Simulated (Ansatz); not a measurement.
This triplet lies 0.38 eV below the relaxed singlet at the level frozen-core CCSD(T)/aug-cc-pVDZ // PBE0-D3(BJ)/def2-TZVPD (Ansatz, a program for electronic structure).

A geometry relaxed with PBE0-D3(BJ)/def2-TZVPD (Ansatz), charge -1, multiplicity 3:

```xyz
9

H     -2.5037    -0.9952    -1.1384
B      0.0000     0.0022    -0.0008
Si     1.9137     0.0657     0.0985
H      2.6662    -0.9626    -0.7202
Si    -1.9137    -0.0653    -0.0987
H     -2.6381    -0.5085     1.1554
H      2.5248    -0.1280     1.4707
H     -2.6193     1.2367    -0.4163
H      2.5700     1.3548    -0.3502
```

Problem. Write the SMILES of this molecule.

Solution. `[SiH3][B-][SiH3]`
